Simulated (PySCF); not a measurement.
Structure elucidation problem

The spectra below were simulated for a compound C7H13ClOSi.

¹H NMR (500 MHz, computed): δ 4.33 (s, 3H), 2.91 (sept, 1H), 1.83 (s, 3H), 1.18 (d, 6H).

¹³C{¹H} NMR (computed): δ 182.1, 169.4, 130.7, 41.5, 22.0, 18.1.

Fast rotation and ring inversion assumed for equivalent nuclei, no relativistic terms, gas phase, one conformer. Structure optimised with GFN2-xTB; PBE0/pcSseg-1 with gauge-including orbitals; PySCF 2.14.

Referencing at the same level of theory: ¹H (σ = 31.72 ppm), ¹³C (σ = 186.93 ppm) vs TMS.

Task: Which candidate is it?
A. CC(C)COC1=C([SiH2]Cl)C1
B. C[SiH2]/C=C(/Cl)C(=O)C(C)C
C. C/C(=C(\[SiH3])C(=O)Cl)C(C)C

Result: C. 

- The formula gives 2 degrees of unsaturation (no ring in the answer).
- 6 carbon signals for 7 carbons: some carbons are equivalent by symmetry or fast rotation.
- Carbon types of the structure: 3 × C, 1 × CH, 3 × CH3, leaving 3 H on heteroatoms.
- δC 182.1: carbonyl carbon.
- δC 169.4: β carbon of a C=C–C=O unit; conjugation with the carbonyl draws π density from the β position.
- δC 130.7: α carbon of a C=C–C=O unit; the olefinic region.
- δC 22.0: methyl carbon; aliphatic region, no heteroatom directly attached.
- δC 18.1: allylic methyl carbon; saturated and bonded to C and H only.

The others: C[SiH2]/C=C(/Cl)C(=O)C(C)C would give 5 signals for carbon-bound and other non-exchanging H, not 4; CC(C)COC1=C([SiH2]Cl)C1 would give 5 signals for carbon-bound and other non-exchanging H, not 4.

Carbons that carry Cl, above all several Cl atoms, come out too deshielded, partly because spin–orbit coupling is missing. Shifts are as computed. Against solution values, carbons near 30 ppm lie about +3 ppm off and those near 130 ppm about +5 ppm; carbons on Cl a further +6 ppm. Of 1211 compounds with measured shifts, 218 miss one by over three times the rms of a fit or turn the order of signals round; such compounds aren't used in these exercises. No couplings were computed; multiplicities are counted from neighbouring protons, with m where these are inequivalent, close in shift, in a saturated or five-membered ring or joined by F or P, and br s for small geminal =CH2 splittings.
